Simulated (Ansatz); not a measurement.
Input file for Ansatz (a program for electronic structure): U-BLYP/def2-TZVPP on HMnO (SMILES [OH][Mn]), 2S+1 = 3, a spin state set in the input, which need not be the lowest.

Ansatz 0.2 input:
```yaml
crystal:
  periodic: [false, false, false]
  atoms:
    - {symbol: Mn, position_ang: [-0.94630554, -0.62944377, -0.80139998]}
    - {symbol: O, position_ang: [0.40040169, -0.12880476, 0.26107130]}
    - {symbol: H, position_ang: [0.51273513, 0.80562013, 0.47000905]}
basis:
  gaussian:
    orbitals: def2-TZVPP
hamiltonian:
  xc: {name: BLYP}
magnetization: {spin_polarized: true, initial_magnetization: 2}
```

The head of its log:

```
WARN ansatz: RAYON_NUM_THREADS=1 ignored (pool sized by the plan → 1); use --threads N
Functional definition: BLYP
integrals: 0.03 GiB planned
667 factors; their error is unknown
mean field: 0.32 GiB planned
mean field evaluation 1: about -33365.9108 eV, gradient 7.6e1 eV
mean field evaluation 2: about -33111.5704 eV, gradient 2.3e2 eV
```

Question: Give the final energy of this run.

Answer: -1226.8529 hartree. Its determinant has ⟨S²⟩ = 3.12, a mixture of spin states.
